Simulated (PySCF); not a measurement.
## Electronic structure of O(2+) (oxygen, charge +2) at the UHF level

Configuration: [He] 2s2 2p2, high-spin 3P determinant. All numbers are calculated (PySCF 2.14, scalar relativity by spin-free X2C-1e, in Sapporo-DZP-2012).

| Item | Value |
| --- | --- |
| Total energy | -73.128390 hartree |
| One-electron energy | -92.6358 hartree |
| Hartree (Coulomb) energy | 26.8529 hartree |
| Exchange energy | -7.3455 hartree |
| ⟨S²⟩ | 2.0050 |
| ⟨L²⟩ | 2.008 |
| Sum of ⟨r⟩ | 4.452 bohr |
| Sum of ⟨r²⟩ | 5.138 bohr² |
| Traceless quadrupole moment −½Σ⟨3z² − r²⟩ along its main axis | 0.489 e·bohr² |
| Langevin diamagnetic susceptibility | -4.07 ×10⁻⁶ cm³/mol |
| Time after the integrals | 0.09 s of wall time on 1 thread of Neoverse-N1 (shared host) |

```
shell  electrons  mean orbital energy (eV)  rms radius, mean of both spins (bohr)
 1s α          1                   -607.65                                  0.230
 1s β          1                   -604.87                                  0.230
 2s α          1                   -72.850                                   1.14
 2s β          1                   -62.426                                   1.14
 2p α          2                   -55.651                                   1.11
```
